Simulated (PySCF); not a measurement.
C₅H₁₂GeSi.
Numbering: `[CH3:1][CH2:2][Si@H:3]([CH3:4])[C:5]#[C:6][GeH3:7]` (hydrogens: H8, H9, H10 on C1; H11, H12 on C2; H13 on Si3; H14, H15, H16 on C4; H17, H18, H19 on Ge7)

Structure used (PBE0-D3(BJ)/def2-SVP), in Å, numbered top down from 1:
```
atom  x, y, z in Å
C1    -1.4443   -2.1634   -0.0894
C2    -1.7624   -0.7733   -0.6313
Si3   -1.0218    0.6391    0.3710
C4    -1.4145    2.3123   -0.3805
C5     0.8099    0.4117    0.4267
C6     2.0217    0.2342    0.4396
Ge7    3.9018   -0.0364    0.4707
H8    -1.8823   -2.9563   -0.7160
H9    -0.3572   -2.3359   -0.0474
H10   -1.8349   -2.2980    0.9318
H11   -1.3961   -0.6671   -1.6677
H12   -2.8541   -0.6103   -0.6776
H13   -1.5201    0.5749    1.7813
H14   -2.5000    2.4975   -0.3785
H15   -0.9266    3.1196    0.1864
H16   -1.0569    2.3602   -1.4208
H17    4.5365    0.7230   -0.7044
H18    4.4605    0.4919    1.8006
H19    4.1909   -1.5395    0.3395
```

Linear response at CAM-B3LYP/def2-SVPD (PySCF, frozen core in the response, non-relativistic). Isolated species at its PBE0-D3(BJ)/def2-SVP geometry (one conformer only). The CAM-B3LYP/def2-SVPD calculation is non-relativistic and has no spin–orbit coupling, an omission that weighs most on germanium.

Static isotropic polarisability: 119.45 au (17.70 Å³), principal values 96.2, 111.2, 150.9 au.

Question: What is the polarisability at 1064 nm and at the sodium D line?

Answer: 120.72 au at 1064 nm (+1.1 %), 123.74 au at 589.3 nm (+3.6 %). The rise at 589.3 nm is 3.37 times that at 1064 nm; a pure ω² law gives 3.26. The lowest singlet lies at 220 nm, shorter than both wavelengths.

Question: What is the isotropic C6 coefficient between two such molecules, C6 = (3/π)∫α(iω)² dω?

Answer: 5044 au (Eh·bohr⁶) by a ten-point quadrature over imaginary frequencies, which is 3010 eV·Å⁶ or 291 J·nm⁶/mol.

Question: Which effective excitation energy ω̄ makes London's formula C6 = (3/4)α²ω̄ exact here?

Answer: ω̄ = 4·C6/(3α²) = 0.471 Eh = 12.8 eV. A one-pole form α(ω) = α/(1 − ω²/ω̄²) fitted to the 1064 nm value gives 11.4 eV. London's choice of the ionisation energy (9.65 eV, ΔSCF at the same level) gives C6 = 3790 au, 25 % too low.

Question: The lowest 10 singlets have (eV, f): 5.63, 0.000; 5.88, 0.004; 5.88, 0.001; 7.29, 0.016; 7.31, 0.012; 7.59, 0.809; 7.73, 0.103; 7.97, 0.208; 8.01, 0.018; 8.06, 0.105. What share of the static polarisability do they carry in the sum over states α = Σ f/ω²?

Answer: 15.99 au, 13.4 % of α; the largest term, 10.39 au, is that of the state at 7.59 eV. Their oscillator strengths add up to 1.28. Higher states carry the rest.

Question: How anisotropic is the static polarisability, by Δα² = ½[(α1 − α2)² + (α2 − α3)² + (α3 − α1)²]?

Answer: Δα = 48.9 au, or 0.41 of the isotropic value.

Question: How many electrons N does the Slater–Kirkwood formula C6 = (3/4)·√N·α^(3/2) need to give this C6?

Answer: N = (4·C6/3)²/α³ = 26.5; the species has 88 electrons in all.

Question: What n − 1 at the D line would an ideal gas of it have at 273.15 K and 1 atm (2.6868 × 10¹⁹ cm⁻³), by n − 1 = 2π·N·α′?

Answer: 30.95 × 10⁻⁴, a formal value whether or not that pressure can be reached.

Question: What three-body coefficient follows from the one-pole estimate C9 = (3/4)·α·C6?

Answer: 452000 au. This is an estimate from the two numbers above, not a computed integral.

The run took 13 min on an Arm Neoverse N1 with one thread, shared host with 64 logical CPUs at a one-minute load of 61, and the process peaked at 1.5 GiB of memory. This is the whole response run at CAM-B3LYP/def2-SVPD, SCF included.
